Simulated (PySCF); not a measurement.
BHN, SMILES B=[N] (connectivity only; charge and spin as stated), charge -1, multiplicity 1. Heavy atoms are numbered as in [BH:1]=[N:2]. Hydrogens are named by the atom that carries them.

Coordinates come from a B3LYP-D3(BJ)/def2-TZVPD optimisation. The multiplicity is an assumed one; other spin states were not compared. The isomer is the one that the SMILES or the coordinates give; other isomers of the formula were not compared.

Computed with HF/def2-TZVPD run with PySCF.

Mulliken values depend strongly on the basis, most of all with diffuse functions as here. ESP charges are fitted to the potential on shells at 1.4 to 2.0 van der Waals radii. Atomic charges (e), one atom of each kind:

| atom | ESP fit | Mulliken | meta-Löwdin |
|---|---|---|---|
| B1 (BH) | -0.04 | -0.68 | ? |
| N2 | -0.94 | -0.25 | ? |
| H on B1 | -0.01 | -0.07 | ? |

**Question.** Some entries are withheld; supply them. (An estimate is asked for; the answer gives what the named calculation found.)

**Answer.** 
- B1 (BH), meta-Löwdin: -0.35
- N2, meta-Löwdin: -0.61
- H on B1, meta-Löwdin: -0.04
